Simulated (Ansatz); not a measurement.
Geometry optimisation, RKS PBE/def2-SVP (Ansatz).

The input (input.yaml):

```yaml
crystal:
  periodic: [false, false, false]
  atoms:
    - { symbol: Ta, position_ang: [-0.192076, -0.337253, 0.0784] }
    - { symbol: O, position_ang: [1.792959, -0.524762, 0.108479] }
    - { symbol: H, position_ang: [2.177355, -0.890586, 0.930743] }
    - { symbol: Cl, position_ang: [-0.045034, -0.216717, 2.450544] }
    - { symbol: "N", position_ang: [0.21935, 0.348344, -1.738821] }
    - { symbol: H, position_ang: [-0.388813, 0.969493, -2.290444] }
    - { symbol: H, position_ang: [1.17037, 0.325644, -2.132085] }
    - { symbol: Cl, position_ang: [-2.048623, 1.080191, 0.082869] }
    - { symbol: Cl, position_ang: [-1.027634, -2.447299, -0.287635] }
    - { symbol: Br, position_ang: [1.729964, 2.968114, 0.543751] }
    - { symbol: H, position_ang: [2.335083, 1.603033, 0.322099] }
basis:
  gaussian: { orbitals: def2-SVP }
hamiltonian:
  xc: pbe
relax:
  f_tol: 0.03
  max_steps: 50
```

Run as:

```bash
$ ansatz run input.yaml --threads 4 --pin off --max-ram 5120MiB --backend cpu --events-out ev --progress --plain --runs-dir out
```

Where does it end, and by what steps?

It converged. After 25 steps the energy has fallen by 0.342 eV; Br10 moved furthest, 2.76 Å.

| step | energy less start (eV) | largest force component (eV/Å) | accepted |
| --- | --- | --- | --- |
| 0 | 0.0000 | 1.126 | yes |
| 1 | -0.0511 | 0.165 | yes |
| 2 | -0.0639 | 0.169 | yes |
| 3 | -0.0710 | 0.165 | yes |
| 4 | -0.0798 | 0.231 | yes |
| 5 | -0.0849 | 0.412 | yes |
| 6 | -0.0912 | 0.284 | yes |
| 7 | -0.0988 | 0.167 | yes |
| 8 | -0.1114 | 0.235 | yes |
| 9 | -0.1239 | 0.351 | yes |
| 10 | -0.1360 | 0.568 | yes |
| 11 | -0.1524 | 0.767 | yes |
| 12 | -0.1813 | 0.664 | yes |
| 13 | -0.2180 | 0.292 | yes |
| 14 | -0.2487 | 0.225 | yes |
| 15 | -0.2684 | 0.286 | yes |
| 16 | -0.3041 | 0.327 | yes |
| 17 | -0.3185 | 0.251 | yes |
| 18 | -0.3273 | 0.208 | yes |
| 19 | -0.3321 | 0.117 | yes |
| 20 | -0.3389 | 0.213 | yes |
| 21 | -0.3402 | 0.150 | yes |
| 22 | -0.3412 | 0.100 | yes |
| 23 | -0.3419 | 0.051 | yes |
| 24 | -0.3422 | 0.030 | yes |
| 25 | -0.3424 | 0.016 | yes |

```xyz
11
Properties=species:S:1:pos:R:3
Ta -0.333 -0.430 0.105
O 1.502 -0.138 0.731
H 1.792 0.108 1.630
Cl -0.934 -0.126 2.366
N -0.082 1.094 -1.090
H -0.790 1.441 -1.746
H 0.813 1.603 -1.180
Cl -2.611 -0.484 -0.459
Cl 0.168 -2.459 -0.898
Br 3.461 1.615 -1.120
H 2.737 0.654 -0.271
```

Whether the end is a true minimum wasn't checked by a vibrational analysis.

Run time: 64 s on 4 threads of Intel(R) Xeon(R) 6975P-C (Granite Rapids) (shared host), peak memory 0.31 GiB.
